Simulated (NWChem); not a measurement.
# C₃H₇NSi; SMILES C1=C[SiH2]NC1

```xyz
12

C      0.7841     1.2671     0.0000
C      1.3676     0.0577     0.0000
Si     0.0248    -1.2371     0.0000
N     -1.2129    -0.0222     0.0000
C     -0.7153     1.3310     0.0000
H      1.3431     2.2108     0.0000
H      2.4545    -0.0560     0.0000
H      0.0233    -2.1470     1.1948
H      0.0233    -2.1470    -1.1948
H     -2.2145    -0.1473     0.0000
H     -1.0521     1.9130    -0.8841
H     -1.0521     1.9130     0.8841
```
Atoms are numbered in this order, from 1.

All runs: NWChem. Pople sets run with spherical d functions. Structure relaxed at the PBE0/def2-SVP level. No frequency run checked for a minimum. Vertical excitations in the gas phase; the lowest state need not have the same character in each row.

For level Hartree-Fock/6-31G*, CIS:

- lowest excitation, singlet (eV): 7.53
- lowest state with f > 0.02, singlet (eV): 7.86
- orbital gap (eV): 13.69

Task: How do the values read with level CAM-B3LYP/6-31G*, TDA instead?

Result: 
- lowest excitation, singlet (eV): 6.11
- lowest state with f > 0.02, singlet (eV): 6.11
- orbital gap (eV): 9.32
